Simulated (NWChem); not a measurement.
# SnGeH$_{6}$; SMILES [GeH3][SnH3]

```xyz
8

Sn     0.0000     0.0000    -1.0527
Ge     0.0000     0.0000     1.5519
H      0.1380     1.6006    -1.6513
H     -1.4551    -0.6807    -1.6513
H      1.3171    -0.9198    -1.6513
H      1.3086     0.6067     2.0903
H     -0.1288    -1.4367     2.0903
H     -1.1798     0.8299     2.0903
```
Atoms are numbered in this order, from 1.

All runs use the structure optimised with PBE0/def2-SVP. No frequency run checked for a minimum. def2 effective core potentials on Sn; no spin-orbit coupling.

**Question.** List the 4 lowest vertical singlet excitations from CAM-B3LYP/def2-SVPD with def2 effective core potentials on Sn, TDA (NWChem).

**Answer.** 
```tsv
state	energy (eV)	oscillator strength	leading excitation (squared amplitude)
S1	6.94	0.002	HOMO → LUMO+1 (0.98)
S2	7.06	0.850	HOMO → LUMO (0.93)
S3	7.19	0.027	HOMO → LUMO+2 (0.88)
S4	7.19	0.027	HOMO → LUMO+3 (0.88)
```
